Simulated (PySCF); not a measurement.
# The second ionisation energy along the 3d series

Calculated with PySCF 2.14 from differences of total energies of unrestricted determinants, without spin-orbit coupling. Values in eV. The last column holds reference values (NIST; (s) semi-empirical, (t) theoretical, else measured). Unmarked ones compare directly (S terms, centres of terms, or small fine structure); those marked * lie between the lowest fine-structure levels and include a spin-orbit shift.

```tsv
element	configurations	UHF	MP2 (valence)	SCS-MP2 (valence)	reference
Sc (x2c-TZVPall, spin-free X2C)	[Ar] 3d1 4s1 → [Ar] 3d1	12.228	12.301	12.252	12.800 *
V (x2c-TZVPall, spin-free X2C)	[Ar] 3d4 → [Ar] 3d3	13.207	13.854	13.423	14.634 ± 0.007 *
Cr (x2c-TZVPall, spin-free X2C)	[Ar] 3d5 → [Ar] 3d4	15.034	15.881	15.316	16.486 *
Mn (x2c-TZVPall, spin-free X2C)	[Ar] 3d5 4s1 → [Ar] 3d5	14.856	15.208	14.973	15.640
Fe (x2c-TZVPall, spin-free X2C)	[Ar] 3d6 4s1 → [Ar] 3d6	15.304	15.759	15.564	16.199 *
Co (x2c-TZVPall, spin-free X2C)	[Ar] 3d8 → [Ar] 3d7	14.212	16.562	16.443	17.084 *
Ni (x2c-TZVPall, spin-free X2C)	[Ar] 3d9 → [Ar] 3d8	15.034	17.876	17.595	18.169 *
Cu (x2c-TZVPall, spin-free X2C)	[Ar] 3d10 → [Ar] 3d9	17.228	20.459	20.054	20.292 *
Zn (x2c-TZVPall, spin-free X2C)	[Ar] 3d10 4s1 → [Ar] 3d10	16.877	17.616	17.491	17.964
```

"Valence" correlates the outer s and p shells and, in groups 3 to 12 and the f block, the outer d or f shell, open or full, or the next shell where the ion has no valence electron left; the wider scheme adds the next inner shell.
